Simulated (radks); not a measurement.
Problem. The mean radii <r> (bohr) of the occupied orbitals of an atom or ion are listed with their occupations. Method: scalar-relativistic Kohn-Sham, MS2 meta-GGA, spin-polarised, spherical densities, finite nucleus; meta-GGA in the generalised Kohn-Sham scheme; Fermi nuclear charge, rms radius of each element as measured or else 0.836 A^(1/3) + 0.57 fm; computed with a radial shooting solver on a logarithmic mesh with Libxc functionals.

| orbital | occ. | <r> |
|---|---|---|
| 1s up | 1 | 0.2700 |
| 1s down | 1 | 0.2692 |
| 2s up | 1 | 1.545 |
| 2s down | 1 | 1.605 |
| 2p up | 2 | 1.738 |

Name the element and its charge. Open shells, if any, are filled with parallel spins first.

Solution. Z = 6, carbon, charge 0: C in [He] 2s2 2p2. The 1s radius gives Z: for a bare nucleus <r> = (2 gamma + 1)/(2Z) with gamma = sqrt(1 - (Z/c)^2), 0.2498 bohr for Z = 6, and screening makes it slightly larger (0.2700 here). The occupations add up to 6, and the charge is Z minus that.
